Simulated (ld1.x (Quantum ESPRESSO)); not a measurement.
# iron (Fe): one change to a TM potential, before and after

ld1.x (Quantum ESPRESSO) 7.5 input, shortened:

```
&input
   title='Fe', zed=26., rel=1, dft='PZ', iswitch=3,
   config='[Ar] 3d6 4s2 4p0'
 /
 &inputp
   pseudotype=2, tm=.true., lloc=-1, rcloc=0.75,
   nlcc=.true., new_core_ps=.true., rcore=0.90
 /
3
4S  1  0   2.00   0.00  2.65  2.65  0.0
4P  2  1   0.00   0.00  3.40  3.40  0.0
3D  3  2   6.00   0.00  0.95  0.95  0.0
 &test
   configts(1)='3d6 4s2 4p0'
 /
```

Change: local potential all-electron potential smoothed inside 3.94 bohr (lloc = -1).

Cutoffs: the cutoffs (Ry, on a coarse ladder) from which the occupation-weighted sum of valence levels, in a spherical-Bessel basis at the reference potential, stays within 10 and 1 mRy of its value at 400 Ry; they do not see the model core or the augmentation charge, which bear on the density cutoff. Errors are all-electron minus pseudo energies relative to the spin-unpolarised reference configuration.

Problem. Predict the effect on cutoff, ghosts and configuration errors.

Solution. The potential gets neither clearly harder nor softer (200 Ry and 260 Ry → 200 Ry and 300 Ry); the bound ghosts move from p, s to p; the number of tests that count goes from 8 to 5; of the 4 tests that both files solve, the error grows in 4 and shrinks in 0 by more than 15 % and 0.3 meV (median size 3.9 → 13.3 meV). In the separable form a ghost depends on how the local part lies against the semilocal potential of the channel, so the choice of the local part can create or remove one. The local part now departs from the all-electron potential out to 3.94 bohr, far beyond the d radius of 0.95 bohr, and whatever the projectors do not describe feels it: the likely cause.

```csv
quantity,base,changed
"cutoff, loose",200 Ry,200 Ry
"cutoff, tight",260 Ry,300 Ry
bound ghosts,"s, p",p
"tests counted (converged, no solver errors)",8 of 9,5 of 9
"error for 3d6 4s1 4p0, meV [ΔE 8.98 eV]",-6.5,-18
"error for 3d6 4s0 4p0, meV [ΔE 25.47 eV]",-55,-67
"error for 3d6 4s1.5 4p0, meV [ΔE 3.60 eV]",-1.3,-4.2
"error for 3d6 4s1 4p1, meV [ΔE 4.18 eV]",-1.1,-9.1
```

Base: Tests not counted: 3d5 4s2 4p1 (solver errors, printed error -403 eV). Changed file: Tests not counted: 3d5 4s0 4p0 (solver errors, printed error -692 meV); 3d7 4s1 4p0 (solver errors, printed error -316 meV); 3d6 4s2 4p0 (spin-polarised) (solver errors, printed error +23 meV); 3d6 4s1 4p0 (spin-polarised) (solver errors, printed error +2.2 meV). A true bound ghost makes a file unfit for plane-wave use even where its test errors are small: the radial tests pick states by their node count and pass the ghost by. Where a test does run into it, the solver fails or the error is huge.
